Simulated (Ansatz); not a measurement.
Pulling on the B1–O2 bond in BO (multiplicity 2 held). Energies count from the point at 1.202 Å.


R- and RO- levels are restricted; in cc, def2 and unpolarised 6-31G sets they are followed outwards from rest. U- levels take the lowest unrestricted solution at each point, which mixes spins at long bonds. Levels need not reach the same state.

Frozen-core correlation.

Codes used: Ansatz (a quantum-chemistry and plane-wave program). Each number belongs to the level named beside it.

**Question.** One of these levels gives 4.746 eV for the energy at R = 4.808 Å. Which one is it?
(A) RO-MP2/6-31G
(B) RO-HF/6-31G
(C) U-HF/6-31G

**Answer.** C, U-HF/6-31G. The others give 7.987 (RO-HF/6-31G), 10.428 (RO-MP2/6-31G)

Doubts at one or more of the structures used: a restricted determinant that unrestricted orbitals would lower (RO-HF/6-31G, RO-MP2/6-31G); a spin-contaminated determinant (U-HF/6-31G).
